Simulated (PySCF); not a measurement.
# From computed data to an observable: oscillator strength and radiative lifetime

InFI2, SMILES [F][In]([I])[I].

The structure is a stationary point at PBE0-D3(BJ)/def2-SVP. The structure was generated by enumeration; whether it is a known compound was not checked. The def2 effective core potentials stand for the cores of I, In; spin–orbit coupling is left out.

TDDFT-PBE/def2-SVPD run with PySCF 2.14.0 puts the first singlet state with f over 0.02 at 4.88 eV (vertical), with the transition dipole (0.000, 0.979, 0.000) in atomic units.

**Question.** Find the oscillator strength, the wavelength and the radiative lifetime that this transition would have in vacuum if emission retraced absorption.

**Answer.** 
|μ|² = 0.9584 au, so |μ| = 2.49 D. ΔE = 4.88/27.211 = 0.1793 hartree. f = (2/3) ΔE |μ|² = 0.115 (the program prints 0.115).
λ = 1239.84/4.88 = 254 nm; ν = 39360 cm⁻¹.
Einstein's coefficient A = 0.6670 ν² f s⁻¹ (ν in cm⁻¹) = 1.2e8 s⁻¹, so τ = 1/A = 8.4 ns. This state is S8; the lower singlets have f = 0.008, 0.000, 0.012, 0.009, 0.000, 0.017, 0.000. The figure is the radiative limit of this one transition; relaxation, internal conversion, crossing to triplets and a medium change what is measured.
